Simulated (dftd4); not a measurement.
H₄Sn (SMILES [SnH4]), singlet, geometry from GFN2-xTB (such geometries of metal compounds can be far from the true shape); D4 for pbe in dftd4 4.2.0.

The dftd4 input:
```
$ dftd4 mol.xyz --func pbe --charge 0 --json dftd4.json --noedisp

# file mol.xyz
5

Sn     0.00000000    -0.00000000    -0.00000000
H     -1.09244291     1.12690418    -0.47060308
H      0.23178506    -1.07625557    -1.21357383
H     -0.56018288    -0.78368680     1.32545915
H      1.42084073     0.73303819     0.35871776
```

It wrote (shortened):

```
                    ____  _____ _____     ____  _  _
      -------------|  _ \|  ___|_   _|---|  _ \| || |------------
     |             | | | | |_    | | ___ | | | | || |_           |
     |             | |_| |  _|   | ||___|| |_| |__   _|          |
     |             |____/|_|     |_|     |____/   |_|            |
     |             ===================================           |
     |            E. Caldeweyher, S. Ehlert & S. Grimme          |
     |          Mulliken Center for Theoretical Chemistry        |
     |                    University of Bonn                     |
      -----------------------------------------------------------

Rational (Becke-Johnson) damping: pbe-D4-ATM
---------------------
  s6         1.0000
  s8         0.9595
  s9         1.0000
  a1         0.3857
  a2         4.8069
 alp        16.0000
--------------------

Dispersion energy:      -1.9064247147530E-03 Eh

[Info] JSON dump of results written to 'dftd4.json'
```
